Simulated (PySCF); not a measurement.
# TDDFT excited states: C4HF3N2

Compound: C4HF3N2.
Cartesian coordinates in Å at the GFN2-xTB level; atoms count from 1:
```xyz
10
C4HF3N2 angstrom
N     -2.0116   -1.7527    0.1723
C     -1.2352   -0.9699   -0.1130
C     -0.2426    0.0335   -0.4681
C     -0.7699    1.3618   -0.1927
N     -1.1845    2.3985    0.0317
C      1.0502   -0.1972    0.3375
F      1.5645   -1.4034    0.0825
F      1.9832    0.7017    0.0125
F      0.8508   -0.1146    1.6506
H      0.0039   -0.0529   -1.5358
```

Theory: TDDFT B3LYP/def2-SVPD, vertical, gas phase, core orbitals frozen in the response in PySCF.

What does the calculation give for the low-lying excited states?

```tsv
state	E (eV)	ν̃ (cm⁻¹)	f	|μ| (D)	symmetry	main configurations (H = HOMO, L = LUMO)
S1	7.58	61160	0.0039	0.37	A′	H→L (65%), H→L+1 (15%)
S2	7.65	61690	0.0015	0.23	–	H-1→L (58%), H-3→L (16%), H-1→L+1 (10%)
S3	7.94	64070	0.0010	0.19	–	H-1→L+1 (56%), H-3→L (28%)
S4	8.00	64550	0.0049	0.40	A″	H-3→L+1 (44%), H-3→L (21%), H-1→L (15%)
S5	8.02	64690	0.0041	0.37	A′	H→L+1 (46%), H-2→L (35%)
S6	8.11	65390	0.010	0.58	A′	H-2→L+1 (37%), H-1→L+2 (24%), H→L (14%)
S7	8.66	69870	0.0000	0.01	–	H-4→L (86%)
S8	8.68	69980	0.0046	0.37	A′	H-5→L (37%), H-2→L (36%), H-1→L+2 (12%)
```

Triplets (Tamm–Dancoff): T1 6.36 eV, H-1→L (38%), H-1→L+1 (16%), H→L+2 (13%); T2 6.40 eV, H→L (24%), H-3→L+2 (20%), H→L+1 (15%); T3 6.90 eV, H→L+2 (27%), H-1→L (23%), H-3→L (19%).

The lowest singlet comes at 164 nm (732 kJ/mol) in the vacuum ultraviolet; it is very weak; its leading configuration is HOMO→LUMO (65%). The most intense listed level is S6 at 8.11 eV (153 nm, f = 0.010), 0.52 eV above S1. Löwdin shares by element: HOMO nitrogen 46%, carbon 34% or more (atoms not listed hold the other 20%); LUMO nitrogen 40%, carbon 34% or more (atoms not listed hold the other 26%). Of the 8 states listed, 1 reaches f = 0.01 and 1 stays under 0.0005. Orbital energies (eV): HOMO-3 -10.99, HOMO-2 -10.94, HOMO-1 -10.59, HOMO -10.54, LUMO -1.41, LUMO+1 -1.16, LUMO+2 -0.41. The oscillator strengths of these states sum to 0.030; summed over the whole spectrum of an exact calculation they would give the number of electrons, 66 (Thomas–Reiche–Kuhn). Symmetry labels in Cs follow from the direction of the transition dipole and are given only for states with f of 0.002 or more. Singlets were solved by full linear response, triplets in the Tamm–Dancoff approximation.
